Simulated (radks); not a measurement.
Results of a calculation; reference values are marked as such.
Q: The mean radii <r> (bohr) of the occupied orbitals of an atom or ion are listed with their occupations. Level of theory: scalar-relativistic Kohn-Sham, r2SCAN, spin-polarised, spherical densities, finite nucleus; meta-GGA in the generalised Kohn-Sham scheme; Fermi nuclear charge, rms radius of each element as measured or else 0.836 A^(1/3) + 0.57 fm (a radial shooting solver on a logarithmic mesh with Libxc functionals).

orbital  occ.      <r>
1s up       1  0.02972
1s down     1  0.02972
2s up       1   0.1285
2s down     1   0.1284
2p up       3   0.1122
2p down     3   0.1122
3s up       1   0.3477
3s down     1   0.3477
3p up       3   0.3465
3p down     3   0.3465
3d up       5   0.3242
3d down     5   0.3241
4s up       1   0.8437
4s down     1   0.8453
4p up       3   0.9103
4p down     2   0.9130
4d up       5    1.099
4d down     5    1.105
4f up       1    3.732

Name the element and its charge. Open shells, if any, are filled with parallel spins first.

A: Z = 49, indium, charge +3: In3+ in [Ar] 3d10 4s2 4p5 4d10 4f1. The 1s radius gives Z: for a bare nucleus <r> = (2 gamma + 1)/(2Z) with gamma = sqrt(1 - (Z/c)^2), 0.02926 bohr for Z = 49, and screening makes it slightly larger (0.02972 here). The occupations add up to 46, and the charge is Z minus that.
